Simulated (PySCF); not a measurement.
# `C#C[Si@@](O)([SiH3])[GeH3]`, C₂H₈GeOSi₂

Geometry:
```tsv
atom	x (Å)	y (Å)	z (Å)
C1	-1.353	2.663	-0.374
C2	-0.850	1.616	-0.060
Si3	-0.097	-0.029	0.389
O4	-0.064	-0.172	2.018
Si5	-1.417	-1.814	-0.265
Ge6	2.119	0.083	-0.426
H7	-1.793	3.581	-0.641
H8	0.406	0.441	2.578
H9	-2.770	-1.725	0.285
H10	-0.854	-3.105	0.143
H11	-1.536	-1.842	-1.726
H12	2.341	0.925	-1.647
H13	3.154	0.615	0.535
H14	2.714	-1.237	-0.831
```

Theory: PySCF, GIAO KT3/6-31G magnetisability, non-relativistic, IEF-PCM acetonitrile. Geometry: GFN2-xTB.

The calculation is non-relativistic, which matters for the atoms heavier than Zn.

(1) How diamagnetic is it, and how anisotropic?

(2) Split it along the inertial axes a, b, c into diamagnetic and paramagnetic parts about the centre of mass, with the quadrupole moment.

Results:

(1) Isotropic -1589 × 10⁻³⁰ J/T², or -95.7 × 10⁻⁶ cm³/mol; principal values -1666, -1569, -1532 × 10⁻³⁰ J/T², anisotropy 120 × 10⁻³⁰ J/T² (root of half the summed squared differences of the principal values). The susceptibility is in cgs units.

(2) 
| axis | χ (10⁻⁶ cm³/mol) | diamagnetic (10⁻⁶ cm³/mol) | paramagnetic (10⁻⁶ cm³/mol) | summed x² of all electrons (Å²) | quadrupole Θ (D Å) |
| --- | --- | --- | --- | --- | --- |
| a | -93.9 | -895.3 | 801.4 | 232.5 | -8.09 |
| b | -93.9 | -1266.4 | 1172.6 | 145.1 | +7.21 |
| c | -99.3 | -1601.9 | 1502.6 | 66.0 | +0.88 |

Anisotropies 2χaa − χbb − χcc = +5.3 and 2χbb − χaa − χcc = +5.4 × 10⁻⁶ cm³/mol. Θ is traceless in Buckingham's convention.
